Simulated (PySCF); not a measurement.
**Two-component Hartree-Fock for Te⁺ (tellurium, charge +1)**

Start: [Kr] 4d10 5s2 5p3; 5p3/2 filled at m_j = -1/2, +1/2, +3/2. Calculated with PySCF 2.14 in x2c-SVPall-2c with one added diffuse shell each of s, p type (7s9p4d, 54 functions): generalised Hartree-Fock with the X2C-1e Hamiltonian and a Gaussian nucleus; one run each with spin-orbit coupling (SO) switched off, then screened by Boettger's factors. This is a chosen level, not necessarily the ground level.

```json
{"spinor shell": "1s1/2", "electrons": "2", "ε, spin-free (eV)": "-31978.7", "ε, screened SO (eV)": "-31975.4", "weight of nominal j (screened SO)": "1.000", "rms radius, screened SO (bohr)": "0.0319"}
{"spinor shell": "2s1/2", "electrons": "2", "ε, spin-free (eV)": "-5009.5", "ε, screened SO (eV)": "-5008.5", "weight of nominal j (screened SO)": "1.000", "rms radius, screened SO (bohr)": "0.130"}
{"spinor shell": "2p1/2", "electrons": "2", "ε, spin-free (eV)": "-4492.3", "ε, screened SO (eV)": "-4683.3", "weight of nominal j (screened SO)": "1.000", "rms radius, screened SO (bohr)": "0.112"}
{"spinor shell": "2p3/2", "electrons": "4", "ε, spin-free (eV)": "-4492.3", "ε, screened SO (eV)": "-4405.7", "weight of nominal j (screened SO)": "1.000", "rms radius, screened SO (bohr)": "0.117"}
{"spinor shell": "3s1/2", "electrons": "2", "ε, spin-free (eV)": "-1047.0", "ε, screened SO (eV)": "-1046.7", "weight of nominal j (screened SO)": "1.000", "rms radius, screened SO (bohr)": "0.343"}
{"spinor shell": "3p1/2", "electrons": "2", "ε, spin-free (eV)": "-874.58", "ε, screened SO (eV)": "-911.14", "weight of nominal j (screened SO)": "1.000", "rms radius, screened SO (bohr)": "0.335"}
{"spinor shell": "3p3/2", "electrons": "4", "ε, spin-free (eV)": "-874.58", "ε, screened SO (eV)": "-857.77", "weight of nominal j (screened SO)": "1.000", "rms radius, screened SO (bohr)": "0.347"}
{"spinor shell": "3d3/2", "electrons": "4", "ε, spin-free (eV)": "-614.18", "ε, screened SO (eV)": "-620.46", "weight of nominal j (screened SO)": "1.000", "rms radius, screened SO (bohr)": "0.320"}
{"spinor shell": "3d5/2", "electrons": "6", "ε, spin-free (eV)": "-614.18", "ε, screened SO (eV)": "-609.64", "weight of nominal j (screened SO)": "1.000", "rms radius, screened SO (bohr)": "0.323"}
{"spinor shell": "4s1/2", "electrons": "2", "ε, spin-free (eV)": "-203.11", "ε, screened SO (eV)": "-202.99", "weight of nominal j (screened SO)": "1.000", "rms radius, screened SO (bohr)": "0.816"}
{"spinor shell": "4p1/2", "electrons": "2", "ε, spin-free (eV)": "-147.11", "ε, screened SO (eV)": "-154.02", "weight of nominal j (screened SO)": "0.999", "rms radius, screened SO (bohr)": "0.861"}
{"spinor shell": "4p3/2", "electrons": "4", "ε, spin-free (eV)": "-147.11", "ε, screened SO (eV)": "-143.84", "weight of nominal j (screened SO)": "1.000", "rms radius, screened SO (bohr)": "0.886"}
{"spinor shell": "4d3/2", "electrons": "4", "ε, spin-free (eV)": "-62.655", "ε, screened SO (eV)": "-63.504", "weight of nominal j (screened SO)": "0.976", "rms radius, screened SO (bohr)": "1.05"}
{"spinor shell": "4d5/2", "electrons": "6", "ε, spin-free (eV)": "-62.655", "ε, screened SO (eV)": "-61.946", "weight of nominal j (screened SO)": "0.984", "rms radius, screened SO (bohr)": "1.05"}
{"spinor shell": "5s1/2", "electrons": "2", "ε, spin-free (eV)": "-28.301", "ε, screened SO (eV)": "-28.267", "weight of nominal j (screened SO)": "1.000", "rms radius, screened SO (bohr)": "2.21"}
{"spinor shell": "5p3/2", "electrons": "3", "ε, spin-free (eV)": "-18.863", "ε, screened SO (eV)": "-18.860", "weight of nominal j (screened SO)": "0.581", "rms radius, screened SO (bohr)": "2.65"}
```

```json
{"quantity": "E (hartree)", "spin-free": "-6788.97653", "screened SO": "-6790.82650"}
{"quantity": "M_J", "spin-free": "3/2", "screened SO": "3/2"}
{"quantity": "⟨J²⟩", "spin-free": "3.752", "screened SO": "3.754"}
{"quantity": "⟨L²⟩", "spin-free": "0.000", "screened SO": "0.102"}
{"quantity": "⟨S²⟩", "spin-free": "3.752", "screened SO": "3.653"}
```

Each row is a mean over spinors that exchange with the open shell spreads, by up to 6.944 eV (5s1/2).

Rows whose weight is well below 1 are mixtures of j = l ± 1/2: exchange outweighs spin-orbit coupling there, and the label is only the starting occupation.

Breit and QED terms are absent; they matter most for the inner s and p1/2 levels.

Densities and radii are taken from the X2C orbitals without a picture-change correction, which distorts them close to the nucleus.

Without spin-orbit coupling the j labels of p, d and f shells carry no meaning; the spin-free column gives the mean over the occupied spinors of each nl shell.
